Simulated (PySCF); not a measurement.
# Working out the ionisation energy of Ru⁺

Ru⁺ [Kr] 4d7 (4F) → Ru²⁺ [Kr] 4d6 (5D). Calculation: PySCF 2.14, in x2c-SVPall (6s5p5d1f, 53 functions); the spin-free X2C one-electron Hamiltonian (Gaussian nucleus). Frozen: [Kr]. Energies in hartree (1 hartree = 27.21139 eV):

```
             part   Ru⁺ (lower)  Ru²⁺ (upper)
              UHF  -4527.337762  -4526.788558
MP2 opposite-spin     -0.067030     -0.032542
    MP2 same-spin     -0.051358     -0.047328
```

Question: What does Hartree-Fock give?

Answer: (-4526.788558) − (-4527.337762) = 0.549204 hartree = 14.945 eV.

Question: What do MP2 and SCS-MP2 (6/5 opposite-spin, 1/3 same-spin) give?

Answer: The opposite-spin parts differ by 0.938 eV and the same-spin parts by 0.110 eV. MP2: 14.945 + (0.938) + (0.110) = 15.993 eV. SCS-MP2: 14.945 + 1.2 × (0.938) + (0.110)/3 = 16.107 eV.

Reference: 16.76 ± 0.06 eV (semi-empirical (NIST evaluation); NIST Atomic Spectra Database, ionization energies), between the lowest levels; spin-orbit coupling is absent from the calculation.

A double-zeta basis recovers only part of the correlation energy.

What remains against the reference includes basis incompleteness, the frozen core and correlation beyond second order.
